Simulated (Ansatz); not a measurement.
Cost and result for the atomization energy of C$_{2}$H$_{8}$BFSi, SMILES `BC(C)(F)[SiH3]` (13 atoms, 12 bonds).

```xyz
13

B     1.5090   -0.4358   -0.0589
C     0.1092   -0.3588    0.5035
C    -1.0545   -1.1868    0.0060
F     0.0106   -0.2265    1.8901
Si   -0.0975    1.4741   -0.2286
H     1.6180   -0.5898   -1.2429
H     2.4619   -0.2031    0.6199
H    -1.0066   -2.1788    0.4622
H    -2.0183   -0.7434    0.2693
H    -1.0047   -1.3055   -1.0770
H    -0.7191    1.3958   -1.5717
H    -0.9945    2.1400    0.7446
H     1.1866    2.2184   -0.3163
```

The species carries charge 0 and has multiplicity 1. All single points use the PBE0-D4/def2-TZVP geometry. Program: Ansatz. All runs use 4 threads of a server CPU on a shared host. Times are those of one run each, without the atoms' runs, and a repeat can differ threefold. Electronic energies, without spin–orbit coupling; frozen cores. CCSD(T)/CBS adds CCSD(T) − MP2 in def2-TZVPP to the MP2 limit, and its time is that of the two runs behind it. T1 = 0.013. HSE06 is the plane-wave form, built on full-range PBE exchange.

CCSD(T)/CBS is a level of theory with its own doubt, some kJ/mol a heavy atom from the limit and from the frozen cores, so smaller differences don't rank the functionals.

```json
{"level": "revPBE-D4/def2-TZVPP", "functions": "278", "wall time": "2.5 s", "atomization (kcal/mol)": "1089.9", "difference from CCSD(T)/CBS": "-5.4", "per bond": "-0.4"}
{"level": "BLYP-D4/def2-TZVPP", "functions": "278", "wall time": "2.7 s", "atomization (kcal/mol)": "1093.9", "difference from CCSD(T)/CBS": "-1.4", "per bond": "-0.1"}
{"level": "PBE-D4/def2-TZVPP (with forces)", "functions": "278", "wall time": "3.1 s", "atomization (kcal/mol)": "1112.7", "difference from CCSD(T)/CBS": "17.4", "per bond": "1.5"}
{"level": "HSE06-D4/def2-TZVPP", "functions": "278", "wall time": "3.9 s", "atomization (kcal/mol)": "1100.1", "difference from CCSD(T)/CBS": "4.8", "per bond": "0.4"}
{"level": "BHLYP-D4/def2-TZVPP", "functions": "278", "wall time": "4 s", "atomization (kcal/mol)": "1076.2", "difference from CCSD(T)/CBS": "-19.1", "per bond": "-1.6"}
{"level": "CAM-B3LYP-D4/def2-TZVPP", "functions": "278", "wall time": "4.2 s", "atomization (kcal/mol)": "1104.9", "difference from CCSD(T)/CBS": "9.6", "per bond": "0.8"}
{"level": "r2SCAN-D4/def2-TZVPP (with forces)", "functions": "278", "wall time": "6 s", "atomization (kcal/mol)": "1103.0", "difference from CCSD(T)/CBS": "7.7", "per bond": "0.6"}
{"level": "r2SCANh-D4/def2-TZVPP", "functions": "278", "wall time": "6 s", "atomization (kcal/mol)": "1097.8", "difference from CCSD(T)/CBS": "2.5", "per bond": "0.2"}
{"level": "CCSD(T)/def2-SVP", "functions": "114", "wall time": "7.5 s", "atomization (kcal/mol)": "1044.4", "difference from CCSD(T)/CBS": "-50.9", "per bond": "-4.2"}
{"level": "ωB97M-V/def2-TZVPP (with forces)", "functions": "278", "wall time": "14 s", "atomization (kcal/mol)": "1102.1", "difference from CCSD(T)/CBS": "6.8", "per bond": "0.6"}
{"level": "MP2/def2-QZVPP", "functions": "538", "wall time": "32 s", "atomization (kcal/mol)": "1095.4", "difference from CCSD(T)/CBS": "0.1", "per bond": "0.0"}
{"level": "CCSD(T)/def2-TZVPP", "functions": "278", "wall time": "4.1 min", "atomization (kcal/mol)": "1070.8", "difference from CCSD(T)/CBS": "-24.5", "per bond": "-2.0"}
{"level": "CCSD(T)/CBS(def2)", "functions": "–", "wall time": "4.6 min", "atomization (kcal/mol)": "1095.3", "difference from CCSD(T)/CBS": "0.0", "per bond": "0.0"}
```

In def2-TZVPP, CCSD(T) changes the Hartree–Fock value by +240.9 kcal/mol (the triples alone add +13.1 kcal/mol) and MP2 by +251.1 kcal/mol; breaking electron pairs costs correlation energy, which Hartree–Fock lacks. From PBE to PBE0 (25 % exact exchange), in def2-TZVPP and without D4, the atomization energy moves by −12.3 kcal/mol: exact exchange takes away binding that semilocal exchange gives to molecules. At CCSD(T), def2-SVP lies −50.8 kcal/mol from the extrapolated value and def2-TZVPP −24.5 kcal/mol: correlation converges slowly with the basis, and small sets miss more of it in the bonded molecule than in its fragments.
